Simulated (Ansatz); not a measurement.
Basis-set extrapolation for C2H9NSi2, SMILES `N[SiH2]/C=C/[SiH3]` (PBE0-D4/def2-TZVP geometry, frozen core, the Gaussian-basis code of Ansatz). Multiplicity 1, RHF reference.

```csv
,def2-TZVPP,def2-QZVPP
HF,-713.377345,-713.402008
MP2 correlation,-0.788534,-0.843077
CCSD(T) correlation,-0.884441,not run
```

Energies in hartree. Use E(X) = E(∞) + A·exp(−7.88·√X) for Hartree–Fock and E(X) = E(∞) + B·X^(−2.97) for correlation, with X = 3 and 4, and add CCSD(T) minus MP2 of the smaller set to the MP2 limit.

Q: What is the CCSD(T) energy at the basis-set limit?

A: HF limit: -713.402008 + (-0.024663) × 0.13774 = -713.40541. MP2 limit: -0.843077 + (-0.054543) × 0.74074 = -0.88348. Higher-order term: -0.884441 − (-0.788534) = -0.09591. Total: -714.38480 hartree, 323.0 kJ/mol below CCSD(T)/def2-TZVPP.
